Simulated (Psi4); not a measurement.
Complex: GeH4 (SMILES [GeH4]) (first 5 atoms) with H2Se (SMILES [SeH2]); geometry from B3LYP-D3(BJ)/def2-TZVP, rigid monomers moved along the line of their centres of mass till Ge1···Se6 is 7.13 Å.
(charge 0, multiplicity 1):
```xyz
8

Ge     0.1106     0.0508    -0.0842
H     -1.4039     0.0294     0.1566
H      0.3907     0.1205    -1.5951
H      0.7436    -1.2294     0.4827
H      0.7323     1.2743     0.6033
Se    -0.2545    -1.3203     6.9007
H     -0.4573    -0.3095     7.9498
H      1.1046    -0.8260     6.6383
```

All values below come from SAPT0/aug-cc-pVDZ (Psi4 1.11).

Problem. Give the four SAPT terms and the total, and say what mostly holds the pair together.

Solution. electrostatics -0.6, exchange 0.0, induction 0.0, dispersion -1.9, total -2.6 meV; the largest attraction is dispersion.
